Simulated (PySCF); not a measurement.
MoO2Cl, SMILES [O]=[Mo+](=[O])[Cl], charge +1, multiplicity 1. Geometry: PBE0-D3(BJ)/def2-SVP. The spin state was assumed, not searched. The isomer is the one that the SMILES or the coordinates give; other isomers of the formula were not compared. The def2 effective core potentials stand for the cores of Mo; spin–orbit coupling is left out.

Method: PBE0-D3(BJ)/def2-SVP (PySCF).

Harmonic wavenumbers (cm⁻¹): 218, 218, 399, 484, 1082, 1125. Rotational constants (GHz): 7.341, 2.880, 2.367; symmetry number 1.

Question: Work out the zero-point energy and the ideal-gas rigid-rotor harmonic-oscillator thermochemistry at 298.15 K and 1 atm.

Answer: ZPE = ½ Σ hcν = ½ × 3525 cm⁻¹ = 21.09 kJ/mol. H − E(el) = 35.37 kJ/mol. Entropy in J/(mol K): translation 172.30, rotation 109.90, vibration 24.04, total 306.24. G − E(el) = -55.94 kJ/mol. Cp = 62.30 J/(mol K).
